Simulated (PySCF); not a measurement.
Level of theory: PySCF with PBE-D3(BJ)/def2-TZVP // B3LYP-D3(BJ)/def2-TZVP. All species are isolated molecules in the gas phase. Excitations are Tamm–Dancoff values on a coarser integration grid. The basis has no diffuse functions, so Rydberg states are missing or too high.

Reference species (SMILES): `[F][Ge]([Cl])([Cl])[Cl]` (neutral, multiplicity 1).

```json
{
 "LUMO": "-3.28 eV",
 "S1 oscillator strength": "0.000",
 "S1–T1 gap (TDA)": "0.36 eV"
}
```

Changed species: `[F][Ge]([F])([Cl])[Cl]` (2 of 4 F replaced by Cl; the reference has 3 of 4 F replaced by Cl).

Problem. What does the change do to the LUMO, S1 oscillator strength and S1–T1 gap (TDA)?

Solution. the LUMO rises by 0.13 eV, to -3.15 eV; the S1 oscillator strength stays essentially unchanged; the S1–T1 gap (TDA) rises by 0.08 eV, to 0.44 eV.
